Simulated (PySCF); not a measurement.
C₂H₇FOSi, singlet, geometry from GFN2-xTB, atoms displaced at random by about 0.03 Å a coordinate. Base run: B3LYP/STO-3G, gradient in PySCF.

Here is a job for PySCF.
```python
from pyscf import gto, scf, dft

mol = gto.Mole()
mol.atom = '''
    Si   -0.484782    0.395302    0.216141
    O    -1.316401   -0.999739    0.484609
    F    -1.444955    1.198753   -0.748594
    C     1.215726    0.043305   -0.549933
    C     2.158249   -0.853990    0.166378
    H    -0.414582    1.140914    1.384964
    H    -0.966105   -1.789311    0.904659
    H     1.088030   -0.409115   -1.584988
    H     1.742365    1.005888   -0.786035
    H     2.366914   -0.421527    1.158439
    H     3.139859   -1.040828   -0.324300
    H     1.747859   -1.810441    0.381023
'''
mol.basis = 'sto-3g'
mol.charge = 0
mol.spin = 0
mol.verbose = 4
mol.build()

mf = dft.RKS(mol)
mf.xc = 'b3lyp'
mf.kernel()
g = mf.nuc_grad_method()
grad = g.kernel()
```

The coordinate followed is z of atom 6.

Each row names what was changed in the base input (with any setting that the change needs).

| change | dE/dx (Eh/bohr) | net force (Eh/bohr) |
|---|---|---|
| base | -0.031815 | 0.000123 |
| grids.level = 0; grid_response = on | … | 0.000000 |
| conv_tol = 1e-4 | -0.031808 | 0.000123 |
| finite difference step (bohr) = 1e-4; conv_tol = 1e-11 | -0.031814 | - |
| conv_tol = 1e-11 | -0.031814 | 0.000123 |
| finite difference step (bohr) = 1e-5; conv_tol = 1e-11 | -0.031814 | - |
| grids.level = 0; grid_response = off | -0.031709 | 0.004336 |
| finite difference step (bohr) = 0.05; conv_tol = 1e-11 | -0.031956 | - |
| finite difference step (bohr) = 1e-3; conv_tol = 1e-11 | -0.031814 | - |
| grid_response = on | -0.031814 | 0.000000 |
| grids.level = 5; grid_response = off | -0.031815 | 0.000025 |
| density fitting = on; auxbasis_response = off | -0.031927 | 0.006849 |

Fill in the missing entries.


- grids.level = 0; grid_response = on, dE/dx (Eh/bohr): -0.030043

The net force is zero for an exact gradient.
